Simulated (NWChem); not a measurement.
**The standard entropy of C2HF2Si (SMILES [C]#C[SiH](F)F) from a frequency calculation**

A doublet with charge 0, relaxed at UPBE0-D3(BJ)/def2-SVP (NWChem 7.3.0):

```xyz
6

C    -0.2186   -2.6234    0.0000
C    -0.0135   -1.4188    0.0000
Si    0.3642    0.3609    0.0000
F    -0.3091    1.0324   -1.2958
F    -0.3091    1.0324    1.2958
H     1.8112    0.6360    0.0000
```

Harmonic wavenumbers in cm⁻¹: 128, 161, 292, 325, 398, 655, 828, 835, 908, 990, 2183, 2351.

Masses in u: C 12.011, Si 28.085, F 18.998, H 1.008. Take T = 298.15 K, p = 1 bar, R = 8.3145 J/(mol K), kT/hc = 207.22 cm⁻¹, rigid rotor and harmonic oscillator.

Q: Compute the standard molar entropy.

A: 
1. Translation (Sackur–Tetrode): S = R[3/2 ln M + 5/2 ln T − 1.1517] with M = 91.111 gives 165.1 J/(mol K).
2. Rotation: principal moments 74.970, 162.552, 215.180 u Å² give A, B, C = 0.2249, 0.1037, 0.0783 cm⁻¹; the symmetry number is σ = 1; q = (√π/σ)√((kT/hc)³/ABC) = 123725; S = R(ln q + 3/2) = 110.0.
3. Vibration: with u = ν̃/207.22, each mode gives R[u/(eᵘ − 1) − ln(1 − e⁻ᵘ)]; the sum is 42.7, most from 128 cm⁻¹ (12.5), 161 cm⁻¹ (10.6), 292 cm⁻¹ (6.1).
4. Spin: R ln 2 = 5.8.
5. Sum: 165.1 + 110.0 + 42.7 + 5.8 = 323.6 J/(mol K).

No measured value is set beside it here. Where a soft mode is a torsion, a harmonic oscillator describes it poorly.
